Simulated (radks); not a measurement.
The numbers below are computed, except where a source is named.
Coulomb parameter of the 4d shell of the silver ion Ag2+ in the model configuration [Kr] 4d8 5s1, as a second difference U = [E(n + 1) + E(n - 1) - 2 E(n)] / (1)^2 with all orbitals relaxed. "Bare": the charge of the atom changes with n. "Screened": the 5s shell takes up the change at fixed total charge, which measures U(4d,4d) + U(5s,5s) - 2 U(4d,5s). Code: a radial shooting solver on a logarithmic mesh with Libxc functionals. Model: scalar-relativistic Kohn-Sham, PBE, spin-unpolarised, spherical densities, point nucleus.

| case | configuration | E - E(n) (eV) |
|---|---|---|
| start | [Kr] 4d8 5s1 | 0.000 |
| bare +1 | [Kr] 4d9 5s1 | -25.971 |
| bare -1 | [Kr] 4d7 5s1 | 40.477 |
| screened +1 | [Kr] 4d9 | -9.252 |
| screened -1 | [Kr] 4d7 5s2 | 11.684 |

U(bare) = 14.507 eV, U(screened by 5s) = 2.433 eV, against the Slater integral F0(4d,4d) = 19.462 eV with frozen orbitals.
